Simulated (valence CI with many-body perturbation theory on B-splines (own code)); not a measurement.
Results of a calculation; reference values are marked as such.
## Ag23+: input, log and results

Method: relativistic CI+MBPT: six valence electrons over a frozen Dirac-Fock core [Ar], a basis of 7 s, 7 p, 8 d, 6 f, 4 g, 1 h functions for each j, with the one-electron correlation potential Σ1 (screened to all orders), the two-electron term Σ2, the three-electron term Σ3, Breit, model QED; selected single and double excitations, second order for the rest, scaled by the run's own slope (own B-spline code, finite nucleus).

Command, and the settings that its task file holds:

```sh
python run_cv.py task.json out
```

```
atom Ag  Z=47  mass_number=107  rms_radius_fm=4.5454
core [Ar]
valence 3d6
avg = 1
basis = M
breit = 1
cap = 60000
capref = 1200
cscale = 1
de = 0.0
dress = 0
eps = 2e-08
extrap = 1
h = 0.27
hh = 1
l2 = 3
lcore = 6
maxit = 60
n2 = 5
natural = 1
nlev = 35
nno = [4, 4, 5, 4, 3, 1]
nroot = 26
nsp = [3, 3, 3, 2, 1, 0]
pt2 = 1
qed = 1
rpa = 1
s1 = 1
s2 = 1
s3 = 1
screen = 1
tol = 2e-05
whole = 1
```

Roughly how long does this run take on one core of Intel(R) Xeon(R) Processor @ 2.30GHz, and how much memory?

10 min on 1 thread of Intel(R) Xeon(R) Processor @ 2.30GHz, on a shared host, peak memory 1.9 GiB.

Log. The first blocks belong to the next ion, which gives the ionisation energy. Fields: 2J, parity (1 odd), roots, reference size, generating configurations, candidates as configurations/state functions, variational space P, stored matrix elements, Davidson steps; e2 is the range of second-order energies in hartree. The first line gives the box (bohr), its intervals, the orbitals and the steps of their self-consistent field. Window is the range of levels sought, series limit the energy at which the first omitted orbital would enter, core excitation an estimate of the first excitation out of the core, left out the lowest levels not solved, and shifts from estimates the range by which levels moved from their first estimate, all in cm⁻¹.

```
rmax 4.8 intervals 59 orbitals 59 references ['3d6', '3d5 4s', '3d5 4p'] scf 5 t 0.9
2J=5 par=0 roots 2 ref 81 generators 5 cand 372/5853 P 390/5934 nnz 8.2e+06 it 6
2J=5 par=0 roots 2 ref 81 generators 9 cand 1813/23951 P 2203/29885 nnz 1.7e+08 it 8
   second order: generators 14 cand 9309/243972 e2 -0.00040 -0.00023
reference levels 654, estimated 34, window 455625 1/cm; series limit 7329101, core excitation 1310364
2J=8 par=0 roots 7 ref 77 generators 4 cand 413/9261 P 568/11816 nnz 3e+07 it 7
2J=8 par=0 roots 7 ref 77 generators 4 cand 1065/20487 P 1633/32303 nnz 2e+08 it 8
   second order: generators 9 cand 16997/1834002 e2 -0.00350 -0.00264
2J=4 par=0 roots 8 ref 86 generators 4 cand 519/9847 P 673/11969 nnz 2.9e+07 it 7
2J=4 par=0 roots 8 ref 86 generators 4 cand 1277/20893 P 1950/32862 nnz 2e+08 it 8
   second order: generators 13 cand 22975/1841052 e2 -0.00219 -0.00175
2J=6 par=0 roots 6 ref 88 generators 3 cand 443/9641 P 586/12040 nnz 3.1e+07 it 7
2J=6 par=0 roots 6 ref 88 generators 3 cand 1052/20454 P 1638/32494 nnz 2e+08 it 8
   second order: generators 11 cand 23660/2625292 e2 -0.00333 -0.00249
2J=2 par=0 roots 4 ref 60 generators 3 cand 704/9292 P 912/11802 nnz 2.8e+07 it 7
2J=2 par=0 roots 4 ref 60 generators 3 cand 1997/22101 P 2909/33903 nnz 2e+08 it 8
   second order: generators 7 cand 15556/946816 e2 -0.00029 -0.00020
2J=0 par=0 roots 5 ref 26 generators 4 cand 2156/9542 P 2627/11947 nnz 2.5e+07 it 8
2J=0 par=0 roots 5 ref 26 generators 4 cand 833/3654 P 3460/15601 nnz 4.1e+07 it 7
   second order: generators 22 cand 31357/578139 e2 -0.00025 -0.00009
2J=12 par=0 roots 2 ref 31 generators 2 cand 618/9430 P 818/11891 nnz 3e+07 it 5
2J=12 par=0 roots 2 ref 31 generators 2 cand 1288/20133 P 2106/32024 nnz 2e+08 it 5
   second order: generators 7 cand 18357/1657998 e2 -0.00098 -0.00093
2J=10 par=0 roots 2 ref 52 generators 2 cand 457/9415 P 632/11882 nnz 3e+07 it 5
2J=10 par=0 roots 2 ref 52 generators 2 cand 1100/20449 P 1732/32331 nnz 2e+08 it 5
   second order: generators 7 cand 18851/1898093 e2 -0.00206 -0.00205
left out: unestimated 3632302, estimated none, shifts from estimates -316 to 174
operators 1.4
```

The Davidson iterations converged.

No measured spectrum was set against this ion. As an estimate, terms of the open shell hold to 2 to 4 % of their energy, and close levels can change places. Core correlation moves these levels by up to 10000 cm⁻¹, and in measured spectra 5 to 20 % of such shifts remained as error; rates that hang on mixing are uncertain with them. Among the levels kept, up to 920 cm⁻¹ of a level comes from second order outside the variational space, and about a tenth of that is noise between levels of different J, which matters for small intervals. Only levels of the ground parity were solved; by the run's estimate the other parity begins above the list, which can be wrong where configurations are misplaced.

```
Valence energy                            : -296.4968 hartree
Ionisation energy                         : 1149.6 eV (NIST: 1149 ± 4 eV (theoretical))
Reference configurations for the orbitals : 3d6, 3d5 4s, 3d5 4p
Radial orbitals                           : 59
Box radius                                : 4.775 bohr
Largest variational space                 : 33903
Lowest levels                             : 3d⁶ ⁵D_4 0.000, 3d⁶ ⁵D_2 3.565, 3d⁶ ⁵D_3 4.135, 3d⁶ ⁵D_1 6.026, 3d⁶ ⁵D_0 6.138, 3d⁶ ³H_4 [a] 9.585, 3d⁶ ³H_6 11.935, 3d⁶ ³H_5 12.030, 3d⁶ ³P_2 [a] 12.650, 3d⁶ ³F_3 [a] 14.259, 3d⁶ ³F_2 [a] 14.641, 3d⁶ ³H_4 [b] 16.862, 3d⁶ ¹S_0 [a] 17.409, 3d⁶ ³G_4 18.715 eV
```

Names give the largest LS component (configuration and term), which can be under half, so a name can repeat, a term be missing and a line seem to break the LS rules; names also repeat where a configuration has a term twice. Letters in brackets count levels of one name in rising energy.
